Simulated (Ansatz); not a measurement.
Cost and result for the atomization energy of CH6FOSbSi (`C[O][Sb]([F])[SiH3]`) (11 atoms, 10 bonds).

```xyz
11

C     2.0927    0.9238   -0.0133
O     0.9359    0.1235    0.1036
Sb   -0.5323    0.3534   -1.1616
F    -1.3919    1.8339   -0.2725
Si   -1.8967   -1.4090    0.1786
H     2.3777    1.1059   -1.0582
H     1.9522    1.8916    0.4795
H     2.9179    0.4010    0.4766
H    -1.8291   -1.0641    1.6196
H    -1.3180   -2.7580   -0.0621
H    -3.3082   -1.4020   -0.2902
```

Total charge 0; spin multiplicity 1. Correlated methods include outer-core shells of Sb, which these sets cover unevenly. Sb: def2 effective core potential. All single points use the PBE0-D4/def2-TZVP geometry. It is one conformer, not always the lowest. Program: Ansatz. All runs use 4 threads of an Intel Xeon Platinum 8488C on a shared host. Times are those of one run each, without the atoms' runs, and a repeat can differ threefold. Electronic energies, without spin–orbit coupling; frozen cores. CCSD(T)/CBS adds CCSD(T) − MP2 in def2-TZVPP to the MP2 limit, and its time is that of the two runs behind it. T1 = 0.015. With those shells the extrapolation isn't a true limit. B3LYP takes the VWN-RPA correlation (the form of Gaussian; ORCA's B3LYP/G). HSE06 is the plane-wave form, built on full-range PBE exchange.

CCSD(T)/CBS is a level of theory with its own doubt, some kJ/mol a heavy atom from the limit and from the frozen cores, so smaller differences don't rank the functionals.

```json
{"level": "LDA (SPW92)/def2-TZVPP", "functions": "269", "wall time": "1.1 s", "atomization (kJ/mol)": "4118.3", "difference from CCSD(T)/CBS": "533.9", "per bond": "53.4"}
{"level": "revPBE-D4/def2-TZVPP", "functions": "269", "wall time": "1.6 s", "atomization (kJ/mol)": "3535.5", "difference from CCSD(T)/CBS": "-48.9", "per bond": "-4.9"}
{"level": "BLYP-D4/def2-TZVPP", "functions": "269", "wall time": "1.6 s", "atomization (kJ/mol)": "3597.5", "difference from CCSD(T)/CBS": "13.1", "per bond": "1.3"}
{"level": "PBE-D4/def2-TZVPP (with forces)", "functions": "269", "wall time": "2.1 s", "atomization (kJ/mol)": "3628.6", "difference from CCSD(T)/CBS": "44.2", "per bond": "4.4"}
{"level": "PBE0-D4/def2-TZVPP", "functions": "269", "wall time": "2.7 s", "atomization (kJ/mol)": "3531.8", "difference from CCSD(T)/CBS": "-52.6", "per bond": "-5.3"}
{"level": "HSE06-D4/def2-TZVPP", "functions": "269", "wall time": "2.9 s", "atomization (kJ/mol)": "3532.3", "difference from CCSD(T)/CBS": "-52.1", "per bond": "-5.2"}
{"level": "CAM-B3LYP-D4/def2-TZVPP", "functions": "269", "wall time": "3.1 s", "atomization (kJ/mol)": "3588.5", "difference from CCSD(T)/CBS": "4.1", "per bond": "0.4"}
{"level": "r2SCANh-D4/def2-TZVPP", "functions": "269", "wall time": "3.6 s", "atomization (kJ/mol)": "3529.4", "difference from CCSD(T)/CBS": "-55.0", "per bond": "-5.5"}
{"level": "B3LYP-D4/def2-TZVPP (with forces)", "functions": "269", "wall time": "4 s", "atomization (kJ/mol)": "3576.7", "difference from CCSD(T)/CBS": "-7.7", "per bond": "-0.8"}
{"level": "CCSD(T)/def2-SVP", "functions": "116", "wall time": "7 s", "atomization (kJ/mol)": "3263.9", "difference from CCSD(T)/CBS": "-320.5", "per bond": "-32.0"}
{"level": "MP2/def2-QZVPP", "functions": "503", "wall time": "19 s", "atomization (kJ/mol)": "3565.6", "difference from CCSD(T)/CBS": "-18.8", "per bond": "-1.9"}
{"level": "CCSD(T)/def2-TZVPP", "functions": "269", "wall time": "3.5 min", "atomization (kJ/mol)": "3453.5", "difference from CCSD(T)/CBS": "-130.9", "per bond": "-13.1"}
{"level": "CCSD(T)/CBS(def2)", "functions": "–", "wall time": "3.8 min", "atomization (kJ/mol)": "3584.4", "difference from CCSD(T)/CBS": "0.0", "per bond": "0.0"}
```

From BLYP to BHLYP (50 % exact exchange), in def2-TZVPP and without D4, the atomization energy moves by −133.1 kJ/mol: exact exchange takes away binding that semilocal exchange gives to molecules. The D4 term adds +40.2 kJ/mol with B3LYP and +21.2 kJ/mol with PBE0; it sums over pairs of atoms, weighted by their polarisabilities, and B3LYP, whose exchange is more repulsive, gets the larger term. At CCSD(T), def2-SVP lies −320.5 kJ/mol from the extrapolated value and def2-TZVPP −130.9 kJ/mol: correlation converges slowly with the basis, and small sets miss more of it in the bonded molecule than in its fragments.
